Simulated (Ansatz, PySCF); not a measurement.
Reaction 2 R1 → P1 + P2, each structure at its B3LYP-D3(BJ)/def2-TZVP stationary point, reached from a drawn start (curvature not checked).
R1, H4OSi (SMILES O[SiH3]) (charge 0, multiplicity 1, Z-matrix in Å and degrees):
```
Si
O 1 1.6528
H 2 0.9599 1 118.60
H 1 1.4758 2 105.81 3 -179.81
H 1 1.4842 4 109.90 2 120.67
H 1 1.4842 4 109.92 5 118.68
```
P1: H6OSi2 (SMILES [SiH3]O[SiH3]), charge 0, multiplicity 1.
P2: H2O (SMILES O), charge 0, multiplicity 1.

P less R. No zero-point or thermal terms.

Frozen-core correlation throughout. CBS(a, b) extrapolates the correlation energy as X⁻³ and adds the Hartree–Fock energy of set b.

The values were computed with Ansatz (an electronic-structure program); PySCF for the D3/D4 terms. Each number belongs to the level named beside it.

Question: Estimate the reaction energy that B2PLYP-D4/def2-TZVPP returns for this input.

Answer: -4.8 kcal/mol

Question: Give the reaction energy at the level CCSD(T)/CBS(cc-pV(T+d)Z, cc-pV(Q+d)Z).

Answer: -4.9 kcal/mol

Question: What reaction energy does BLYP-D4/def2-TZVPP give?

Answer: -4.6 kcal/mol
